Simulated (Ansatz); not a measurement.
A short molecular-dynamics run on Hf2N2 (the lowest singlet isomer of a short search).

```yaml
crystal:
  periodic: [false, false, false]
  atoms:
    - {symbol: Hf, position_ang: [1.292979, 0.512959, 0.035148]}
    - {symbol: Hf, position_ang: [-1.293042, -0.512964, -0.033643]}
    - {symbol: N, position_ang: [-0.487480, 1.229675, -0.011566]}
    - {symbol: N, position_ang: [0.487543, -1.229680, 0.010061]}
basis:
  gaussian: {orbitals: def2-SVP}
hamiltonian: {xc: {name: r2SCAN}, dispersion: d3bj}
md: {timestep: 1 fs, n_steps: 15, ensemble: nvt_nose_hoover, temperature: 300, initial_velocities: maxwell_boltzmann, seed: 638}
scf: {omitted_lower_state_checks: [starts]}
```

```sh
$ ansatz run in.yaml --threads 4 --pin off --events-out ev --progress --plain --max-ram 3916MiB
```

| step | time (fs) | potential energy (eV) | kinetic (eV) | T (K) | conserved (eV) |
| --- | --- | --- | --- | --- | --- |
| 0 | 0.0 | -5589.6373 | 0.0776 | 300 | -5589.5597 |
| 1 | 1.0 | -5589.6359 | 0.0762 | 295 | -5589.5597 |
| 2 | 2.0 | -5589.6322 | 0.0725 | 281 | -5589.5597 |
| 3 | 3.0 | -5589.6264 | 0.0667 | 258 | -5589.5597 |
| 4 | 4.0 | -5589.6188 | 0.0592 | 229 | -5589.5596 |
| 5 | 5.0 | -5589.6101 | 0.0506 | 196 | -5589.5596 |
| 6 | 6.0 | -5589.6009 | 0.0414 | 160 | -5589.5595 |
| 7 | 7.0 | -5589.5918 | 0.0323 | 125 | -5589.5595 |
| 8 | 8.0 | -5589.5834 | 0.0239 | 93 | -5589.5595 |
| 9 | 9.0 | -5589.5763 | 0.0169 | 65 | -5589.5594 |
| 10 | 10.0 | -5589.5710 | 0.0116 | 45 | -5589.5594 |
| 11 | 11.0 | -5589.5677 | 0.0084 | 32 | -5589.5594 |
| 12 | 12.0 | -5589.5668 | 0.0075 | 29 | -5589.5594 |
| 13 | 13.0 | -5589.5681 | 0.0088 | 34 | -5589.5594 |
| 14 | 14.0 | -5589.5716 | 0.0123 | 48 | -5589.5594 |
| 15 | 15.0 | -5589.5770 | 0.0177 | 68 | -5589.5595 |

Velocities are drawn at the set temperature; a run this short doesn't reach equilibrium.

In the def2 sets Hf takes a core potential; there is no spin–orbit coupling. The restricted singlet is unstable towards broken spin symmetry at other levels; at RKS r2SCAN-D3(BJ)/def2-SVP this wasn't settled.

Frames (Å, forces in eV/Å):

```xyz
4
time=0.0 fs
Hf    1.293    0.513    0.035    0.077    0.030    0.002
Hf   -1.293   -0.513   -0.034   -0.076   -0.030   -0.003
N    -0.487    1.230   -0.012   -0.017    0.041    0.000
N     0.488   -1.230    0.010    0.016   -0.041    0.001
4
time=1.0 fs
Hf    1.292    0.513    0.035    0.227   -0.049    0.005
Hf   -1.293   -0.512   -0.034    0.042   -0.168    0.000
N    -0.484    1.225   -0.013   -0.131    0.160   -0.002
N     0.494   -1.233    0.009   -0.138    0.056   -0.002
4
time=2.0 fs
Hf    1.291    0.513    0.035    0.378   -0.127    0.009
Hf   -1.293   -0.512   -0.033    0.152   -0.302    0.001
N    -0.480    1.221   -0.014   -0.245    0.277   -0.006
N     0.500   -1.237    0.007   -0.285    0.151   -0.005
4
time=3.0 fs
Hf    1.290    0.513    0.035    0.526   -0.203    0.013
Hf   -1.293   -0.511   -0.033    0.253   -0.430    0.003
N    -0.477    1.217   -0.016   -0.357    0.391   -0.009
N     0.507   -1.241    0.006   -0.422    0.242   -0.007
4
time=4.0 fs
Hf    1.290    0.513    0.036    0.670   -0.276    0.017
Hf   -1.293   -0.511   -0.033    0.342   -0.551    0.004
N    -0.474    1.213   -0.017   -0.464    0.499   -0.012
N     0.512   -1.244    0.005   -0.548    0.328   -0.008
4
time=5.0 fs
Hf    1.289    0.513    0.036    0.804   -0.342    0.021
Hf   -1.293   -0.510   -0.033    0.420   -0.663    0.005
N    -0.471    1.210   -0.018   -0.562    0.598   -0.016
N     0.518   -1.248    0.004   -0.662    0.407   -0.009
4
time=6.0 fs
Hf    1.288    0.513    0.036    0.927   -0.402    0.024
Hf   -1.293   -0.510   -0.033    0.486   -0.763    0.006
N    -0.469    1.207   -0.020   -0.650    0.686   -0.020
N     0.523   -1.251    0.002   -0.764    0.479   -0.010
4
time=7.0 fs
Hf    1.288    0.513    0.036    1.035   -0.452    0.028
Hf   -1.292   -0.509   -0.033    0.540   -0.852    0.006
N    -0.467    1.204   -0.021   -0.724    0.761   -0.023
N     0.528   -1.253    0.001   -0.851    0.543   -0.010
4
time=8.0 fs
Hf    1.287    0.513    0.036    1.126   -0.491    0.031
Hf   -1.292   -0.509   -0.033    0.583   -0.927    0.006
N    -0.465    1.202   -0.023   -0.783    0.821   -0.027
N     0.532   -1.256    0.000   -0.925    0.597   -0.010
4
time=9.0 fs
Hf    1.286    0.513    0.036    1.196   -0.518    0.034
Hf   -1.292   -0.508   -0.033    0.614   -0.988    0.006
N    -0.464    1.200   -0.024   -0.824    0.865   -0.029
N     0.535   -1.257   -0.002   -0.986    0.641   -0.010
4
time=10.0 fs
Hf    1.286    0.513    0.036    1.245   -0.533    0.036
Hf   -1.292   -0.508   -0.032    0.633   -1.035    0.005
N    -0.464    1.200   -0.025   -0.846    0.892   -0.032
N     0.537   -1.259   -0.003   -1.032    0.676   -0.009
4
time=11.0 fs
Hf    1.285    0.512    0.036    1.270   -0.534    0.037
Hf   -1.291   -0.508   -0.032    0.641   -1.066    0.004
N    -0.464    1.199   -0.027   -0.848    0.901   -0.033
N     0.539   -1.260   -0.004   -1.064    0.699   -0.008
4
time=12.0 fs
Hf    1.285    0.512    0.036    1.273   -0.522    0.038
Hf   -1.291   -0.508   -0.032    0.639   -1.081    0.004
N    -0.465    1.200   -0.028   -0.830    0.891   -0.034
N     0.541   -1.260   -0.006   -1.082    0.712   -0.008
4
time=13.0 fs
Hf    1.285    0.512    0.036    1.253   -0.496    0.037
Hf   -1.291   -0.507   -0.032    0.626   -1.081    0.003
N    -0.466    1.200   -0.030   -0.793    0.863   -0.034
N     0.541   -1.260   -0.007   -1.086    0.713   -0.006
4
time=14.0 fs
Hf    1.285    0.512    0.037    1.211   -0.456    0.036
Hf   -1.290   -0.507   -0.032    0.602   -1.065    0.001
N    -0.468    1.202   -0.031   -0.737    0.819   -0.032
N     0.541   -1.260   -0.008   -1.076    0.703   -0.005
4
time=15.0 fs
Hf    1.284    0.512    0.037    1.150   -0.404    0.035
Hf   -1.290   -0.507   -0.032    0.567   -1.034    0.000
N    -0.470    1.204   -0.033   -0.664    0.758   -0.030
N     0.540   -1.259   -0.010   -1.052    0.681   -0.004
```

Hardware: 4 threads of Arm Neoverse V1 on a shared host. Wall time 40 s.
